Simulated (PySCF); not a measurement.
## Basis-set dependence of GeSe at PBE

PySCF, UKS reference; singlet, unpaired electrons none; De to Ge + Se without counterpoise correction.

```csv
basis,relativity,functions,Re (Å),ωe (cm⁻¹),De (eV),μ (D)
cc-pVDZ-PP,scalar-relativistic core potentials,46,2.178,387,5.34,-1.75
x2c-TZVPPall,spin-free X2C,96,2.162,390,5.42,-1.77
def2-TZVPPD,no relativity,111,2.166,392,5.48,-1.75
```

Q: How does each smaller set differ from the one with most functions, def2-TZVPPD?

A: cc-pVDZ-PP: +1.2 pm, -1.3 % in ωe, -0.14 eV in De; x2c-TZVPPall: -0.4 pm, -0.5 % in ωe, -0.06 eV in De. All at PBE; the set with most functions is neither the basis-set limit nor always the best. The rows treat relativity differently, so the differences are not basis effects alone.

A positive dipole means Ge(−)Se(+). Measured (Huber and Herzberg, Constants of Diatomic Molecules (1979)): Re = 2.134629 Å, ωe = 408.7 cm⁻¹.
